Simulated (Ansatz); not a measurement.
One change: `BCCI` becomes `BCCB`.

Ansatz, PBE0-D4/def2-TZVP geometries, multiplicity 1. Each molecule was computed in one conformer, which needn't be the lowest.

Elements past krypton have def2 core potentials.

```
                             property  `BCCI`
  LUMO energy (B3LYP/def2-TZVPP) / eV   -1.95
HOMO–LUMO gap (B3LYP/def2-TZVPP) / eV    5.03
   HOMO energy (PBE0/def2-TZVPP) / eV   -7.22
   LUMO energy (PBE0/def2-TZVPP) / eV   -1.71
    LUMO energy (PBE/def2-TZVPP) / eV   -2.75
LUMO energy (ωB97M-V/def2-TZVPP) / eV    0.22
```

Question: What does the change do to each property? (An estimate is asked.)

Answer: Computed: 
| property | `BCCB` | shift |
| --- | --- | --- |
| LUMO energy (B3LYP/def2-TZVPP) / eV | -0.63 | 1.32 |
| HOMO–LUMO gap (B3LYP/def2-TZVPP) / eV | 7.66 | 2.63 |
| HOMO energy (PBE0/def2-TZVPP) / eV | -8.53 | -1.31 |
| LUMO energy (PBE0/def2-TZVPP) / eV | -0.44 | 1.27 |
| LUMO energy (PBE/def2-TZVPP) / eV | -1.42 | 1.33 |
| LUMO energy (ωB97M-V/def2-TZVPP) / eV | 1.34 | 1.12 |

With PBE0 the HOMO falls by 1.31 eV and the LUMO rises by 1.27 eV, so the gap widens by about 2.58 eV. PBE moves the HOMO by -1.26 eV and ωB97M-V by -1.37 eV.

B3LYP here is the variant with VWN-RPA as its local correlation; programs differ in this.

Spin–orbit coupling is left out; it splits and shifts lone-pair levels of the heavy atoms by tenths of an eV.
